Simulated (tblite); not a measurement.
Species: C2H14SSi4.
SMILES with atom numbers: `[SiH3:1][CH2:2][S:3][SiH2:4][CH:5]([SiH3:6])[SiH3:7]` (hydrogens: H8, H9, H10 on Si1; H11, H12 on C2; H13, H14 on Si4; H15 on C5; H16, H17, H18 on Si6; H19, H20, H21 on Si7)

The geometry is computed with GFN2-xTB (gas phase).

Problem. List the bond lengths, angles and torsions at this level.

Solution. 
```
                    bond  length (bohr)   order
                  Si1–C2          3.596  single
                   C2–S3          3.452  single
                  S3–Si4          4.048  single
                  Si4–C5          3.566  single
          C5–Si6, C5–Si7          3.596  single
 Si1–H8, Si1–H9, Si1–H10          2.764  single
          C2–H11, C2–H12          2.056  single
        Si4–H13, Si4–H14          2.770  single
                  C5–H15          2.067  single
Si6–H16 and 5 like bonds          2.767  single
```

Bonds in one row agree within 0.02 bohr and their mean is given. Orders are formal, as drawn. A selection of angles:
```
      angle  degrees
  C2–Si1–H8    108.9
  C2–Si1–H9    106.8
  H8–Si1–H9    110.7
  Si1–C2–S3    109.1
 Si1–C2–H11    111.8
  S3–C2–H11    107.6
 H11–C2–H12    108.2
  C2–S3–Si4     98.6
  S3–Si4–C5    107.9
 S3–Si4–H13    106.0
 S3–Si4–H14    107.4
 C5–Si4–H13    113.6
H13–Si4–H14    108.4
 Si4–C5–Si6    110.4
 Si4–C5–Si7    112.6
 Si4–C5–H15    107.1
 Si6–C5–Si7    113.1
 Si6–C5–H15    106.9
 Si7–C5–H15    106.3
 C5–Si6–H16    110.0
H16–Si6–H17    110.0
H17–Si6–H18    108.5
 C5–Si7–H20    110.9
```

Torsions: Si1–C2–S3–Si4 -174° (antiperiplanar); C2–S3–Si4–C5 -179° (antiperiplanar); S3–Si4–C5–Si6 -168° (antiperiplanar). The mirror-image conformer, all signs reversed, is as good.

The C–Si distances run from 1.887 Å (Si4–C5, drawn single) to 1.907 Å (C5–Si7, drawn single), a spread of 0.020 Å. Si1 (SiH3 silicon) is tetrahedral (angles from 106.8° to 111.1°). Si6 (SiH3 silicon) is tetrahedral (angles from 108.5° to 110.0°). Si4 (SiH2 silicon) is distorted tetrahedral (angles from 106.0° to 113.6°).

Point group: C1 (no symmetry element, even within 0.4 Å). Its GFN2-xTB frequencies are all real (lowest 21 cm⁻¹). One conformer, not necessarily the lowest.
